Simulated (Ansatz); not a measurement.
Diatomic SiSe, closed-shell singlet (the spin of the measured ground state). No spin–orbit coupling. Se is treated without relativity.

D_e counts from the fitted minimum to each atom's lowest state at the same level, without counterpoise. The singlet is restricted.

Correlated levels freeze the inner cores; with def2 sets outer-core shells near the valence are correlated too. CBS(a, b) extrapolates the correlation energy as X⁻³ and adds the Hartree–Fock energy of set b.

Run with Ansatz (Gaussian basis) for Hartree–Fock, density functionals and correlated methods. Values without a source in brackets are computed.

PBE/def2-TZVPP gives 134.14 kcal/mol for the bond energy D_e.

Task: Where do these levels fall relative to PBE: r2SCAN/def2-TZVPP, PBE0/def2-TZVPP, wB97M-V/def2-TZVPP, B2PLYP/def2-TZVPP, CCSD(T)/CBS(def2-TZVPP, def2-QZVPP).

Result: r2SCAN/def2-TZVPP -3.73; PBE0/def2-TZVPP -6.72; wB97M-V/def2-TZVPP -4.61; B2PLYP/def2-TZVPP -5.49; CCSD(T)/CBS(def2-TZVPP, def2-QZVPP) -1.91 kcal/mol. 0 of 5 lie above PBE; the widest gap is to PBE0/def2-TZVPP.

Ansatz is a quantum-chemistry and plane-wave program.
